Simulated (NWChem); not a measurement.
A series in which one site is exchanged, each optimised at PBE0/def2-SVP with NWChem, gas phase unless a solvent is named. This build's default masses of Se (78.918 u) and Br (79.917 u) are each other's, which moves their modes by up to 0.6 %. For some, no frequency run checked for a minimum. def2 effective core potentials on I; no spin-orbit coupling.

A: [Cl][Mg][Br] (MgBrCl; site = Br)
B: [MgH][Cl] (MgHCl; site = H)
C: [Cl][Mg][Cl] (MgCl2; site = Cl)
D: [Cl][Mg][I] (MgICl; site = I)

Values for A:

- dipole (D), PBE0/def2-SVP: 0.18
- orbital gap (eV), PBE0/def2-SVP: 6.62
- static polarisability, B3LYP/def2-SVPD (bohr³): 59.0
- lowest singlet excitation, B3LYP/def2-SVPD, TDA (eV): 5.08

### Question
How do these values change for the other members?

### Answer
```tsv
change from A	B	C	D
dipole (D), PBE0/def2-SVP	+1.34	-0.18	+0.32
orbital gap (eV), PBE0/def2-SVP	+0.77	+0.44	-0.66
static polarisability, B3LYP/def2-SVPD (bohr³)	-16.7	-9.1	+15.8
lowest singlet excitation, B3LYP/def2-SVPD, TDA (eV)	+0.98	+0.41	-0.59
```
